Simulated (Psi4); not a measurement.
Interaction energy of H4Si ··· BCl3 (SMILES [SiH4] and ClB(Cl)Cl), singlet. Monomers: optimised at B3LYP-D3(BJ) (def2-TZVP), held rigid. Orientation: lowest of the rigid-body minima from ten starts at GFN2-xTB. The monomers approach along the line of their centres of mass (distance R); nothing else relaxes.

- PBE/def2-TZVP, counterpoise-corrected (Psi4)
- PBE-D3(BJ)/def2-TZVP, counterpoise-corrected (Psi4)
- SAPT0/jun-cc-pVDZ, frozen core (Psi4)

Interaction energies in kcal/mol; the last columns give the difference from SAPT0:

```json
[
 {"R / Å": "3.15", "PBE/def2-TZVP": "5.91", "PBE-D3(BJ)/def2-TZVP": "2.99", "SAPT0/jun-cc-pVDZ": "5.63", "PBE/def2-TZVP − SAPT0/jun-cc-pVDZ": "0.28", "PBE-D3(BJ)/def2-TZVP − SAPT0/jun-cc-pVDZ": "-2.64"},
 {"R / Å": "3.34", "PBE/def2-TZVP": "2.95", "PBE-D3(BJ)/def2-TZVP": "0.31", "SAPT0/jun-cc-pVDZ": "2.38", "PBE/def2-TZVP − SAPT0/jun-cc-pVDZ": "0.58", "PBE-D3(BJ)/def2-TZVP − SAPT0/jun-cc-pVDZ": "-2.06"},
 {"R / Å": "3.54", "PBE/def2-TZVP": "1.24", "PBE-D3(BJ)/def2-TZVP": "-1.09", "SAPT0/jun-cc-pVDZ": "0.54", "PBE/def2-TZVP − SAPT0/jun-cc-pVDZ": "0.70", "PBE-D3(BJ)/def2-TZVP − SAPT0/jun-cc-pVDZ": "-1.63"},
 {"R / Å": "3.77", "PBE/def2-TZVP": "0.26", "PBE-D3(BJ)/def2-TZVP": "-1.71", "SAPT0/jun-cc-pVDZ": "-0.42", "PBE/def2-TZVP − SAPT0/jun-cc-pVDZ": "0.68", "PBE-D3(BJ)/def2-TZVP − SAPT0/jun-cc-pVDZ": "-1.28"},
 {"R / Å": "4.00", "PBE/def2-TZVP": "-0.15", "PBE-D3(BJ)/def2-TZVP": "-1.78", "SAPT0/jun-cc-pVDZ": "-0.74", "PBE/def2-TZVP − SAPT0/jun-cc-pVDZ": "0.59", "PBE-D3(BJ)/def2-TZVP − SAPT0/jun-cc-pVDZ": "-1.03"},
 {"R / Å": "4.14", "PBE/def2-TZVP": "-0.26", "PBE-D3(BJ)/def2-TZVP": "-1.69", "SAPT0/jun-cc-pVDZ": "-0.78", "PBE/def2-TZVP − SAPT0/jun-cc-pVDZ": "0.52", "PBE-D3(BJ)/def2-TZVP − SAPT0/jun-cc-pVDZ": "-0.91"},
 {"R / Å": "4.47", "PBE/def2-TZVP": "-0.31", "PBE-D3(BJ)/def2-TZVP": "-1.35", "SAPT0/jun-cc-pVDZ": "-0.68", "PBE/def2-TZVP − SAPT0/jun-cc-pVDZ": "0.37", "PBE-D3(BJ)/def2-TZVP − SAPT0/jun-cc-pVDZ": "-0.68"},
 {"R / Å": "4.81", "PBE/def2-TZVP": "-0.25", "PBE-D3(BJ)/def2-TZVP": "-0.99", "SAPT0/jun-cc-pVDZ": "-0.50", "PBE/def2-TZVP − SAPT0/jun-cc-pVDZ": "0.25", "PBE-D3(BJ)/def2-TZVP − SAPT0/jun-cc-pVDZ": "-0.49"},
 {"R / Å": "5.28", "PBE/def2-TZVP": "-0.15", "PBE-D3(BJ)/def2-TZVP": "-0.60", "SAPT0/jun-cc-pVDZ": "-0.31", "PBE/def2-TZVP − SAPT0/jun-cc-pVDZ": "0.16", "PBE-D3(BJ)/def2-TZVP − SAPT0/jun-cc-pVDZ": "-0.29"},
 {"R / Å": "6.00", "PBE/def2-TZVP": "-0.05", "PBE-D3(BJ)/def2-TZVP": "-0.27", "SAPT0/jun-cc-pVDZ": "-0.15", "PBE/def2-TZVP − SAPT0/jun-cc-pVDZ": "0.10", "PBE-D3(BJ)/def2-TZVP − SAPT0/jun-cc-pVDZ": "-0.12"},
 {"R / Å": "6.95", "PBE/def2-TZVP": "-0.01", "PBE-D3(BJ)/def2-TZVP": "-0.10", "SAPT0/jun-cc-pVDZ": "-0.06", "PBE/def2-TZVP − SAPT0/jun-cc-pVDZ": "0.05", "PBE-D3(BJ)/def2-TZVP − SAPT0/jun-cc-pVDZ": "-0.04"},
 {"R / Å": "8.27", "PBE/def2-TZVP": "0.00", "PBE-D3(BJ)/def2-TZVP": "-0.03", "SAPT0/jun-cc-pVDZ": "-0.02", "PBE/def2-TZVP − SAPT0/jun-cc-pVDZ": "0.02", "PBE-D3(BJ)/def2-TZVP − SAPT0/jun-cc-pVDZ": "-0.01"}
]
```

PBE/def2-TZVP is furthest from SAPT0/jun-cc-pVDZ at 3.54 (0.70 kcal/mol, above); its mean absolute difference over the points is 0.36 kcal/mol.

PBE-D3(BJ)/def2-TZVP is furthest from SAPT0/jun-cc-pVDZ at 3.15 (-2.64 kcal/mol, below); its mean absolute difference over the points is 0.93 kcal/mol.
